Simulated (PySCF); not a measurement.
C3H7O, doublet, at a GFN2-xTB geometry. Base run: PBE0/6-31G* run with PySCF.

Geometry (Å):
```xyz
11

C     -1.1536    -0.8497     0.0079
C     -0.0579     0.2202    -0.2063
C      1.3622    -0.3919    -0.2091
O     -0.1945     1.3102     0.5095
H     -1.0256    -1.2771     0.9997
H     -1.0764    -1.6371    -0.7361
H     -2.1381    -0.3927    -0.0425
H     -0.2113     0.5603    -1.2675
H      1.5581    -0.8069     0.7769
H      1.4432    -1.1785    -0.9534
H      2.1017     0.3789    -0.4080
```
Charge 0, spin multiplicity 2.
Orbitals are unrestricted.
All else is at PySCF's defaults.

The base run was repeated with changes; each row names its change, and settings that it needs were set with it.

| change | E (Eh) | HOMO (eV) | dipole (D) | <S^2> | core-seconds (rough) | outcome |
|---|---|---|---|---|---|---|
| base | -193.45259 | -7.09 | 1.95 | 0.754 | 10 | converged |
| functional = pw91,pw91 | -193.59149 | -5.30 | 2.02 | 0.752 | 10 | converged |
| functional = tpss | -193.70953 | -5.45 | 1.98 | 0.753 | 20 | converged |
| functional = scan | -193.59356 | -5.76 | 1.98 | 0.755 | 30 | converged |
| functional = b3lyp | -193.68186 | -6.77 | 1.96 | 0.754 | 10 | converged |
| functional = b3lyp; dispersion = d3bj | -193.69287 | -6.77 | 1.96 | 0.754 | 10 | converged |
| functional = m062x | -193.57862 | -8.67 | 1.93 | 0.754 | 20 | converged |
| functional = wb97m_v | - | - | - | - | - | cut at the time limit |
| functional = wb97x | -193.62797 | -9.59 | 1.95 | 0.754 | 30 | converged |
| functional = b97m_v | -193.65543 | -5.99 | 1.88 | 0.754 | 200 | converged |
| functional = pw6b95 | -193.90898 | -7.20 | 1.98 | 0.754 | 20 | converged |
| functional = o3lyp | -193.60997 | -6.02 | 1.97 | 0.754 | 10 | converged |
| functional = m06 | -193.54089 | -7.06 | 2.03 | 0.754 | 20 | converged |

Total energies compare only within one method and basis.

Open shells are given as the SCF converged; they aren't shown to be the lowest states, and a large step between rows can be another state.
